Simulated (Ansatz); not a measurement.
The lowest singlet and triplet of F2Si (SMILES F[Si]F); geometries from B3LYP-D3(BJ)/def2-TZVP, each state relaxed from the structure named, with no frequency check.
Singlet (charge 0, multiplicity 1):
| atom | x (Å) | y (Å) | z (Å) |
|---|---|---|---|
| F | -1.2390 | -0.4501 | 0.0000 |
| Si | -0.0006 | 0.5772 | 0.0000 |
| F | 1.2398 | -0.4477 | 0.0000 |
Triplet (charge 0, multiplicity 3):
```xyz
3

F     -1.3456    -0.3843     0.0000
Si    -0.0004     0.4926     0.0000
F      1.3463    -0.3819     0.0000
```

A positive gap puts the triplet lower; no zero-point energy. R- takes a restricted singlet. U- takes an unrestricted singlet (broken symmetry where lower, unprojected). The triplet is unrestricted in single-reference levels. Active spaces average the two states.

Cores are frozen in the correlated methods.

The values were computed with Ansatz (a program for electronic structure) with Gaussian orbitals. 

Task: Predict the gap E(singlet) − E(triplet), adiabatic from U-wB97M-V/def2-TZVPP.

Result: -339 kJ/mol

Task: Give the gap E(singlet) − E(triplet), adiabatic at the level R-HF/cc-pV(D+d)Z.

Result: -225 kJ/mol

Task: Estimate the gap E(singlet) − E(triplet), adiabatic that FIC-MRCISD+Q on SA-CASSCF(2,2)/cc-pV(Q+d)Z returns for this input.

Result: -302 kJ/mol
